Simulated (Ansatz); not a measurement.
Two isomers of CH6BFSSi: A = `FC[SiH2]BS`, B = `BSC(F)[SiH3]`.

Calculated with Ansatz (gas phase, PBE0-D4/def2-TZVP geometries, no zero-point term in ΔE). CCSD(T)/CBS adds triple-zeta CCSD(T) − MP2 to the extrapolated MP2 energy (def2 sets, frozen cores). Functionals use def2-TZVPP. Each species was taken in one conformer, which may not be the lowest.

(1) Which isomer does CCSD(T)/CBS put lower? Give the gap. (Best estimate.)

(2) Give E(B) − E(A) in kJ/mol with MP2/def2-TZVPP, PBE-D4, CCSD/def2-TZVPP, r2SCAN-D4, ωB97M-V, HF/def2-TZVPP, CCSD(T)/def2-TZVPP. (An estimate is asked.)

Largest T1 diagnostic: 0.014.

## Answers

(1) Computed: A, by 27.3 kJ/mol.

(2) Ansatz gave: MP2/def2-TZVPP 23.0, PBE-D4 31.1, CCSD/def2-TZVPP 31.0, r2SCAN-D4 28.9, ωB97M-V 24.6, HF/def2-TZVPP 28.0, CCSD(T)/def2-TZVPP 29.0. None reverses the order clearly.
